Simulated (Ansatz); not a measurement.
`[Br][GeH2][Br]` + H–F → `[F][GeH2][Br]` + HBr at 700 K and 1 bar (ligand exchange at a Ge–Br bond).

Calculated with Ansatz (gas phase, PBE0-D4/def2-TZVP geometries, no zero-point term in ΔE). CBS: MP2 limit from def2 TZ/QZ plus the TZ coupled-cluster correction, frozen cores. This one scheme is used for every species. For Br, Ge outer-core shells are correlated without core-valence functions, which leaves a few kJ/mol of doubt a bond. Scalar relativity is left out up to krypton.

| species | CCSD(T)/CBS energy (Eh) | H − E (kJ/mol) | S (J/(mol·K)) |
| --- | --- | --- | --- |
| `[Br][GeH2][Br]` | -7224.02757 | 95.0 | 392.9 |
| H–F | -100.39570 | 45.2 | 198.5 |
| `[F][GeH2][Br]` | -4750.49448 | 96.2 | 372.7 |
| HBr | -2573.91920 | 36.5 | 223.7 |

H − E and S are ideal-gas, rigid-rotor, harmonic terms from PBE0-D4/def2-TZVP. 1 Eh = 2625.50 kJ/mol, R = 8.31446 J/(mol·K).

**Question.** By hand: ΔE, ΔH, ΔS and ΔG.

**Answer.** ΔE = (-4750.49448) + (-2573.91920) − (-7224.02757) − (-100.39570) = 0.00959 Eh = 25.2 kJ/mol. Δ(H − E) = 96.2 + 36.5 − 95.0 − 45.2 = -7.5, so ΔH = 17.7 kJ/mol. ΔS = 372.7 + 223.7 − 392.9 − 198.5 = 5.0 J/(mol·K). ΔG = 17.7 − 700 × (5.0)/1000 = 14.2 kJ/mol.

**Question.** By hand: the equilibrium constant, and the temperature at which ΔG would vanish if ΔH and ΔS stayed fixed.

**Answer.** log₁₀ K = −ΔG/(RT ln 10) = -1.1. ΔG = 0 at ΔH/ΔS = 3540 K, far beyond where these terms or the molecules hold.

The number of gas molecules stays the same, so ΔS is small and ΔH decides. A doubt of 5 kJ/mol in ΔE shifts log₁₀ K by 0.4 here. These are equilibria of isolated gas molecules and say nothing of rates. Largest T1 diagnostic: 0.010 (customary marks: 0.02 for closed shells, 0.045 for open ones).
